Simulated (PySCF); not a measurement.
Ge²⁺ (germanium, charge +2) across methods

[Ar] 3d10 4s2, closed-shell 1S. All numbers are calculated (PySCF 2.14, a scalar-relativistic core potential, in aug-cc-pVTZ-PP with ECP10MDF (6s5p4d2f, 55 functions)). The B2PLYP total includes its PT2 part (frozen core); its orbital energies are those of the SCF part.

```json
{"method": "MN15", "E (hartree)": "-294.0506", "mean ε 3p (eV)": "-135.08", "mean ε 3d (eV)": "-56.185", "mean ε 4s (eV)": "-30.678", "Σ⟨r²⟩ (bohr²)": "19.43", "⟨S²⟩": "0.000"}
{"method": "PBE0", "E (hartree)": "-293.6228", "mean ε 3p (eV)": "-142.50", "mean ε 3d (eV)": "-53.597", "mean ε 4s (eV)": "-30.196", "Σ⟨r²⟩ (bohr²)": "19.17", "⟨S²⟩": "0.000"}
{"method": "UHF", "E (hartree)": "-292.52033", "mean ε 3p (eV)": "-163.11", "mean ε 3d (eV)": "-63.539", "mean ε 4s (eV)": "-32.445", "Σ⟨r²⟩ (bohr²)": "19.41", "⟨S²⟩": "0.000"}
{"method": "B2PLYP", "E (hartree)": "-293.2858", "mean ε 3p (eV)": "-150.23", "mean ε 3d (eV)": "-57.322", "mean ε 4s (eV)": "-31.196", "Σ⟨r²⟩ (bohr²)": "19.26", "⟨S²⟩": "0.000"}
{"method": "M06", "E (hartree)": "-293.7613", "mean ε 3p (eV)": "-143.42", "mean ε 3d (eV)": "-53.939", "mean ε 4s (eV)": "-30.965", "Σ⟨r²⟩ (bohr²)": "18.99", "⟨S²⟩": "0.000"}
{"method": "PBE", "E (hartree)": "-293.6624", "mean ε 3p (eV)": "-135.26", "mean ε 3d (eV)": "-49.899", "mean ε 4s (eV)": "-29.142", "Σ⟨r²⟩ (bohr²)": "19.16", "⟨S²⟩": "0.000"}
{"method": "PBEsol", "E (hartree)": "-293.3475", "mean ε 3p (eV)": "-135.05", "mean ε 3d (eV)": "-49.809", "mean ε 4s (eV)": "-29.190", "Σ⟨r²⟩ (bohr²)": "19.14", "⟨S²⟩": "0.000"}
{"method": "r2SCAN", "E (hartree)": "-293.5337", "mean ε 3p (eV)": "-139.45", "mean ε 3d (eV)": "-50.351", "mean ε 4s (eV)": "-29.517", "Σ⟨r²⟩ (bohr²)": "19.11", "⟨S²⟩": "0.000"}
{"method": "LDA", "E (hartree)": "-293.1837", "mean ε 3p (eV)": "-135.10", "mean ε 3d (eV)": "-49.993", "mean ε 4s (eV)": "-29.576", "Σ⟨r²⟩ (bohr²)": "19.12", "⟨S²⟩": "0.000"}
```

Energies and moments cover only the electrons outside the core potential.
